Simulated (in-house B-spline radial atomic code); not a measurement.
Neutral iodine: [Kr] 4d10 5s2 5p5

Level of theory: Dirac-Kohn-Sham BLYP, spherical fractional occupations, Fermi nucleus of rms radius 4.75 fm; calculated with a radial B-spline atomic code at the basis-set limit.

Effective charges: Z_r = [3n² - l(l+1)]/(2<r>) from the radius, Z_e = n√(-2ε) from the energy, and Slater's rules. Values are occupation-weighted means over j. An effective charge above Z reflects the relativistic contraction of the inner shells.

```json
{"shell": "1s", "electrons": "2", "ε (eV)": "-32963", "<r> (bohr)": "0.02722", "Z_r": "55.10", "Z_e": "49.22", "Slater": "52.70"}
{"shell": "2s", "electrons": "2", "ε (eV)": "-5091.1", "<r> (bohr)": "0.1167", "Z_r": "51.39", "Z_e": "38.69", "Slater": "48.85"}
{"shell": "2p", "electrons": "6", "ε (eV)": "-4578", "<r> (bohr)": "0.1022", "Z_r": "48.90", "Z_e": "36.69", "Slater": "48.85"}
{"shell": "3s", "electrons": "2", "ε (eV)": "-1027.2", "<r> (bohr)": "0.3139", "Z_r": "43.01", "Z_e": "26.07", "Slater": "41.75"}
{"shell": "3p", "electrons": "6", "ε (eV)": "-859.87", "<r> (bohr)": "0.3118", "Z_r": "40.09", "Z_e": "23.85", "Slater": "41.75"}
{"shell": "3d", "electrons": "10", "ε (eV)": "-605.11", "<r> (bohr)": "0.2887", "Z_r": "36.37", "Z_e": "20.01", "Slater": "31.85"}
{"shell": "4s", "electrons": "2", "ε (eV)": "-180.09", "<r> (bohr)": "0.7399", "Z_r": "32.44", "Z_e": "14.55", "Slater": "25.25"}
{"shell": "4p", "electrons": "6", "ε (eV)": "-127.47", "<r> (bohr)": "0.7917", "Z_r": "29.05", "Z_e": "12.24", "Slater": "25.25"}
{"shell": "4d", "electrons": "10", "ε (eV)": "-49.993", "<r> (bohr)": "0.9223", "Z_r": "22.77", "Z_e": "7.67", "Slater": "13.85"}
{"shell": "5s", "electrons": "2", "ε (eV)": "-17.259", "<r> (bohr)": "1.962", "Z_r": "19.11", "Z_e": "5.63", "Slater": "7.60"}
{"shell": "5p", "electrons": "5", "ε (eV)": "-6.9395", "<r> (bohr)": "2.485", "Z_r": "14.69", "Z_e": "3.57", "Slater": "7.60"}
```

The least bound orbital is 5p3/2 at -6.603 eV, and it is also the most diffuse (<r> = 2.528 bohr).

Spin-orbit splittings of the orbital energies (j = l + 1/2 above j = l - 1/2 when positive): 2p 298.9 eV, 3p 56.23 eV, 3d 11.83 eV, 4p 10.98 eV, 4d 1.716 eV, 5p 1.009 eV.

For the 1s electron the small component carries 3.81 % of the norm, the zero-frequency Breit interaction raises the level by 81.82 eV, self-energy by 46.89 eV, and vacuum polarisation lowers it by 6.47 eV.
